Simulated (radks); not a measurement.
Spherical jellium clusters: N electrons in a uniform positive sphere of charge N and radius rs N^(1/3), rs = 2.99 bohr. Method: non-relativistic Kohn-Sham, PBE, spin-polarised, spherical densities; computed with a radial shooting solver with Libxc functionals. Levels are named by radial order and angular momentum (1s, 1p, 1d, 2s, ...), and open shells are averaged over m.

N = 27, configuration 1s2 1p6 1d10 2s2 1f(up 7, down 0). This is the lowest configuration that the search found. Occupied and some empty levels:

level,occupation,eigenvalue (eV),<r> (bohr)
1s up,1,-7.6009,5.506
1s down,1,-7.4161,5.052
1p up,3,-6.4407,6.555
1p down,3,-6.0388,6.230
1d up,5,-4.9920,7.277
1d down,5,-4.4359,7.082
2s up,1,-4.3293,5.947
2s down,1,-3.9855,6.150
1f up,7,-3.3039,7.916
1f down,0,-2.6560,7.844
2p up,0,-2.3952,7.396
2p down,0,-2.0833,7.506
1g up,0,-1.4484,8.635
1g down,0,-0.77376,8.753
2d up,0,-0.77074,10.06

Energy (eV): total -43.7829, kinetic 81.578, external -2602.1, Hartree 1277.8, exchange-correlation -127.94, background 1326.9.
